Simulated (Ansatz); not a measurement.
Z-matrix (Å, degrees):
```
Si
N 1 1.679
C 1 1.825 2 130.8
F 1 1.587 2 104.5 3 -160.8
N 1 1.684 2 121.7 3 58.4
H 2 1.005 1 122.4 3 146.4
H 2 1.005 1 122.7 3 -20.6
N 3 1.258 1 169.2 2 -80.5
H 5 1.011 1 160.7 2 65.6
H 8 1.015 3 110.9 1 -0.9
```

Charge 0, multiplicity 1.

Question: List the PBE0/def2-TZVPP orbital energies in eV (Ansatz). (An estimate is asked.)

Answer: Ansatz gave: Occupied: -1804.22, -674.14, -391.73, -391.64, -390.34, -279.85, -146.33, -101.04, -101.01, -100.96, -33.56, -26.43, -24.60, -23.88, -17.56, -15.61, -14.87, -14.23, -13.67, -12.93, -12.38, -11.06, -10.83, -10.57, -8.73, -7.24, -6.78. Lowest empty: 0.27, 0.44, 1.21, 1.79, 2.15, 2.35, 2.64, 3.42.
